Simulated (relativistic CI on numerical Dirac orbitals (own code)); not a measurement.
## Radial parameters of Xe⁴⁵⁺

Computed by Dirac-Coulomb-Breit CI, KLI orbitals optimised for each configuration, model QED (radiative potential, 1s self-energy scaled to tabulated hydrogen-like ionisation energies), unscaled Slater integrals (own radial code, finite nucleus).

Slater integrals F^k, G^k are unscaled and averaged over j, outside the closed core 1s2; ζ comes from projecting the Hamiltonian with its Breit term on Σ l·s of the shell.

- 2s²2p⁵: ζ(2p) = 1.7992e+06 cm⁻¹; <r>(2p) = 0.09692, <r^2>(2p) = 0.01141 (bohr units).
- 2p⁶3p: ζ(3p) = 493230 cm⁻¹; <r>(3p) = 0.2532, <r^2>(3p) = 0.07403 (bohr units).
- 2p⁶3d: ζ(3d) = 70761 cm⁻¹; <r>(3d) = 0.2205, <r^2>(3d) = 0.05585 (bohr units).

Averages of the first 10 configurations, taken without configuration mixing, which lowers the lowest level and can move excited configurations by several eV; other configurations of the list can lie among them:

```json
{"Configuration": "2s²2p⁵", "Parity": "odd", "States": "6", "Average energy above the lowest level (eV)": "112.2"}
{"Configuration": "2s2p⁶", "Parity": "even", "States": "2", "Average energy above the lowest level (eV)": "642.3"}
{"Configuration": "2p⁶3s", "Parity": "even", "States": "2", "Average energy above the lowest level (eV)": "5606.0"}
{"Configuration": "2p⁶3p", "Parity": "odd", "States": "6", "Average energy above the lowest level (eV)": "5747.7"}
{"Configuration": "2p⁶3d", "Parity": "even", "States": "10", "Average energy above the lowest level (eV)": "5892.3"}
{"Configuration": "2s²2p⁴3s", "Parity": "even", "States": "30", "Average energy above the lowest level (eV)": "4556.8"}
{"Configuration": "2s²2p⁴3p", "Parity": "odd", "States": "90", "Average energy above the lowest level (eV)": "4705.5"}
{"Configuration": "2s²2p⁴3d", "Parity": "even", "States": "150", "Average energy above the lowest level (eV)": "4850.5"}
{"Configuration": "2s2p⁵3s", "Parity": "odd", "States": "24", "Average energy above the lowest level (eV)": "5060.1"}
{"Configuration": "2s2p⁵3p", "Parity": "even", "States": "72", "Average energy above the lowest level (eV)": "5205.3"}
```
